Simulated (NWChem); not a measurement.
Species: C₃H₅BO₂; SMILES C=C=CB(O)O

```xyz
11

C      0.1953    -2.7180     0.0000
C     -0.3360    -1.5241     0.0000
C     -0.8559    -0.3181     0.0000
B     -0.0008     0.9879     0.0000
O     -0.6873     2.1697     0.0000
O      1.3598     0.8931     0.0000
H      0.4282    -3.2334     0.9374
H      0.4282    -3.2334    -0.9374
H     -1.9504    -0.2291     0.0000
H     -0.1417     2.9611     0.0000
H      1.8287     1.7318     0.0000
```
Atoms are numbered in this order, from 1.

Program: NWChem. Coordinates come from a PBE0/def2-SVP optimisation. Atomic charges in e: unrestrained fits to the electrostatic potential beside Mulliken populations; buried atoms are poorly determined by the fit.

**Question.** Estimate the computed values for B3LYP/def2-SVP. Quantities: ESP C1; Mulliken C1; ESP C2; Mulliken C2; ESP C3; Mulliken C3; ESP B4; Mulliken B4; ESP O5; Mulliken O5; relative RMS misfit of the potential (%).

**Answer.** The ESP C1 comes out as -0.45 and the Mulliken C1 is -0.21. The ESP C2 is 0.22. The Mulliken C2 is 0.21, the ESP C3 comes out as -0.43 and the Mulliken C3 is -0.15. The ESP B4 comes out as 0.73. The Mulliken B4 is -0.08 and the ESP O5 is -0.66. The Mulliken O5 is -0.13. The relative RMS misfit of the potential (%) is 21.
